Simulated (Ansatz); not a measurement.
Basis sets compared for GeEtH3 (C2H8Ge). The state is a singlet with charge 0. Geometry B3LYP-D4/def2-SVP. Ansatz on 4 threads of Intel Xeon on a shared host; times are rough, and most runs start from earlier orbitals.

Cartesian coordinates in Å:
```
Ge -0.2829 -1.3662 -0.6171
C 0.1485 0.5555 -0.4683
C 0.1968 1.0618 0.9769
H -0.6041 1.1112 -1.0526
H 1.1158 0.7178 -0.9731
H 0.4459 2.1353 1.0220
H -0.7722 0.9283 1.4856
H 0.9544 0.5245 1.5713
H -1.6291 -1.6606 0.0843
H 0.8158 -2.2111 0.0682
H -0.3890 -1.7966 -2.0972
```

Binding counts from free atoms (Ge triplet, C triplet, H doublet) in the same basis, without a counterpoise term.

| level | functions | energy (Eh) | HOMO (eV) | LUMO (eV) | binding per atom (eV) | wall time |
| --- | --- | --- | --- | --- | --- | --- |
| PBE-D4/def2-SVP | 100 | -2157.2607 | -7.00 | 0.42 | 3.53 | 1.3 s |
| PBE0-D4/def2-SVP | 100 | -2157.3405 | -8.27 | 1.23 | 3.52 | 1.3 s |

(1) Estimate the rows for PBE-D4/def2-TZVP, PBE0-D4/def2-TZVP.

Answers

(1) 
```tsv
level	functions	energy (Eh)	HOMO (eV)	LUMO (eV)	binding per atom (eV)	wall time
PBE-D4/def2-TZVP	158	-2157.6118	-7.05	0.02	3.52	2.6 s
PBE0-D4/def2-TZVP	158	-2157.6870	-8.26	0.80	3.49	2.9 s
```
